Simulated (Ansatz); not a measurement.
Species: GaF₃ (charge -1, doublet). 
Structure (B3LYP-D3(BJ)/def2-TZVP (Ansatz, an electronic-structure program) minimum search):
```xyz
4

Ga    -0.0729     0.1234     0.2887
F     -1.3758    -1.0163    -0.3262
F      0.1334     1.4266    -0.9895
F      1.4936    -0.8355     0.3213
```
Charge -1, spin multiplicity 2.

Parts of the frozen-core correlation energy in cc-pVTZ (Ansatz, hartree). Frozen orbitals: 17; correlated occupied orbitals by spin: 13 and 12; virtual: 103 and 104. UHF or UKS for open shells. Spin-orbit coupling is left out. Non-relativistic.

| term | value |
|---|---|
| reference (HF) | -2221.88957 |
| MP2 opposite-spin | ? |
| MP2 same-spin | -0.22540 |
| CCSD correlation | ? |
| (T) | ? |
| T1 diagnostic | 0.015 |
| largest doubles amplitude | 0.016 |
| <S^2> of the reference | 0.752 |

Task: Complete the blanks.

Result: 
- MP2 opposite-spin, value: -0.61955
- CCSD correlation, value: -0.83915
- (T), value: -0.02442
